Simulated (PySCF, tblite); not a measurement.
C6H12Si.
Geometry (GFN2-xTB, Å), atoms numbered from 1 in this order:
```
atom  x, y, z in Å
C1    -1.601    1.589    0.433
C2    -0.903    0.491    0.195
C3    -1.329   -0.617   -0.732
C4    -0.112   -1.539   -0.827
C5     0.586   -1.352    0.517
C6     0.422    0.144    0.804
Si7    1.807    1.206    0.020
H8    -1.257    2.341    1.123
H9    -2.548    1.776   -0.044
H10   -1.648   -0.238   -1.704
H11   -2.175   -1.150   -0.290
H12    0.545   -1.209   -1.634
H13   -0.387   -2.577   -1.015
H14    0.071   -1.937    1.283
H15    1.628   -1.671    0.492
H16    0.414    0.340    1.880
H17    3.084    0.790    0.607
H18    1.544    2.614    0.312
H19    1.849    1.007   -1.429
```

Jobs on this species (19 atoms, 62 electrons) with PySCF (density fitting) and tblite. Hardware of each: one thread, Arm Neoverse V2 (aarch64), shared host. Other jobs ran on the host; a repeat could differ by tens of per cent or more.

```tsv
level and settings	work	basis functions	SCF cycles	wall time
PBE0/pcSseg-1	shieldings, ring-centre shieldings, charges and field gradients	186	?	?
GFN2-xTB	Hessian by finite differences	–	–	0.53 s
CAM-B3LYP/def2-SVPD	8 singlets by full TDDFT, 3 Tamm–Dancoff triplets, polarisability	240	12	61 s
```

Fill in the missing figures.

- PBE0/pcSseg-1; shieldings, ring-centre shieldings, charges and field gradients: 27 s, 13 SCF cycles

What do all jobs in the table cost together?

About 89 s; the longest takes about 69 % of that, and about 120 times as long as the shortest.
